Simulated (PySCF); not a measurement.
Excitation energy of Ta⁺ by level of theory

Ta⁺ [Xe] 4f14 5d3 6s1 (5F) → Ta⁺ [Xe] 4f14 5d2 6s2 (3F), as a difference of total energies. Computed with PySCF 2.14 in x2c-TZVPPall, with scalar relativity by spin-free X2C-1e. Correlated levels: valence: [Xe] 4f14 frozen. The calculations carry no spin-orbit coupling.

| method | excitation energy (eV) |
| --- | --- |
| UHF | 1.476 |
| LDA | 0.739 |
| PBE | 0.894 |
| PBE0 | 1.034 |
| r2SCAN | 1.397 |
| B2PLYP | 0.559 |
| revPBE | 0.988 |
| SCS-MP2 (valence) | 0.372 |

Estimate what MP2 (valence) gives.

0.824 eV, closest to PBE among the rows shown.

Estimate what PW91 gives.

0.921 eV, closest to PBE among the rows shown.

Errors of the correlated levels include the incompleteness of this basis and the frozen core.

For comparison: 0.428 eV (measured; NIST levels, between the centres of gravity of the two terms).
